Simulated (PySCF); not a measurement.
C2H2BF2N, SMILES N1=CB([C@@H]1F)F. Coordinates come from a PBE-D3(BJ)/def2-SVP optimisation. The structure was generated by enumeration; whether it is a known compound was not checked.

Level of theory: PBE-D3(BJ)/def2-SVP in PySCF.

Harmonic wavenumbers (cm⁻¹): 154, 200, 368, 470, 578, 659, 797, 855, 920, 985, 1086, 1162, 1216, 1312, 1449, 1510, 3020, 3109. Rotational constants (GHz): 5.166, 3.820, 2.356; symmetry number 1.

Problem. Work out the zero-point energy and the ideal-gas rigid-rotor harmonic-oscillator thermochemistry at 298.15 K and 1 atm.

Solution. ZPE = ½ Σ hcν = ½ × 19849 cm⁻¹ = 118.72 kJ/mol. H − E(el) = 134.95 kJ/mol. Entropy in J/(mol K): translation 164.71, rotation 110.20, vibration 34.47, total 309.38. G − E(el) = 42.71 kJ/mol. Cp = 82.18 J/(mol K).
